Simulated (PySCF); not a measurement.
Geometry (Å), atoms numbered from 1 in this order:
```xyz
25

C     4.0547    0.4316    0.0941
C     2.7103    0.2448   -0.5907
C     1.7391   -0.6210    0.2141
C     0.4328   -0.8420   -0.4815
C    -0.7572   -0.3674   -0.0963
C    -1.0387    0.4553    1.1471
C    -2.4932    0.9113    0.9891
C    -3.1415   -0.2189    0.1901
C    -2.0636   -0.5834   -0.8329
H     4.7320    1.0595   -0.5043
H     3.9384    0.9129    1.0785
H     4.5567   -0.5351    0.2603
H     2.8570   -0.2074   -1.5870
H     2.2408    1.2258   -0.7769
H     1.5746   -0.1618    1.2024
H     2.2202   -1.5970    0.4112
H     0.4749   -1.4330   -1.4057
H    -0.3356    1.2922    1.2772
H    -0.9357   -0.1818    2.0439
H    -2.9912    1.1123    1.9493
H    -2.5310    1.8449    0.4024
H    -3.3363   -1.0794    0.8529
H    -4.1009    0.0639   -0.2679
H    -2.1606   -1.6020   -1.2375
H    -2.1210    0.1081   -1.6932
```

Geometry: PBE0-D3(BJ)/def2-SVP; GIAO absolute shieldings from PySCF 2.14, gas phase, non-relativistic, averaged over equivalent atoms.

At B3LYP/pcSseg-1 (233 basis functions, 43 s wall time on 1 thread of an Arm Neoverse V1, shared host):
| atoms | σ (ppm) |
| --- | --- |
| C5 | 27.8 |
| C4 | 48.8 |
| C3 | 141.5 |
| C9 | 141.6 |
| C6 | 147.1 |
| C7 | 148.6 |
| C8 | 148.6 |
| C2 | 150.9 |
| C1 | 161.9 |
| H17 | 25.87 |
| H24/H25 | 29.12 |
| H18/H19 | 29.16 |
| H15/H16 | 29.54 |
| H20/H21 | 29.83 |
| H22/H23 | 29.90 |
| H13/H14 | 30.22 |
| H10/H11/H12 | 30.36 |

Question: Predict the values at PBE0/pcSseg-1 on the same geometry.

Answer: 
```tsv
atoms	σ at PBE0/pcSseg-1	change
C5	34.5	+6.7
C4	54.7	+5.9
C3	148.1	+6.6
C9	147.8	+6.2
C6	153.2	+6.1
C7	154.9	+6.3
C8	155.0	+6.4
C2	157.7	+6.8
C1	167.8	+5.9
H17	25.69	-0.18
H24/H25	29.01	-0.11
H18/H19	29.06	-0.10
H15/H16	29.43	-0.11
H20/H21	29.71	-0.12
H22/H23	29.79	-0.11
H13/H14	30.12	-0.10
H10/H11/H12	30.28	-0.08
```

The largest change is at C2 (sp3 CH2). Cost: 233 basis functions, 47 s wall time on 1 thread of an Arm Neoverse V1, shared host. The order of the carbon signals changes between the two levels.
